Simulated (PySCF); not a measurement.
Coordinates in bohr (charge 1 multiplicity 1):
```
Se    0.0000    0.0000    0.0000
H     2.7460    0.0000    0.0000
H    -1.3730    2.3781    0.0000
H    -1.3730   -2.3781    0.0000
```

Level of theory: PySCF, PBE0, basis Se def2-TZVP, H def2-TZVP (no relativity, density fitting).

This geometry of [SeH3]+ is a stationary point at this level.

(1) What is the point group?

(2) Is it a minimum?

(3) List the harmonic modes with their infrared intensities.

## Answers

(1) D3h.

(2) No: it has 1 imaginary mode, at 1091i cm⁻¹ (a2'').

(3) 
| symmetry | ω (cm⁻¹) | IR (km/mol, summed over degenerate members) |
| --- | --- | --- |
| a2'' | 1091i | – |
| e' | 942 | 0.2 |
| a1' | 2457 | 0.0 |
| e' | 2528 | 550 |

This need not be the most stable arrangement of these atoms. At this level a singlet minimum of C3v symmetry lies 155 kJ/mol below this structure.
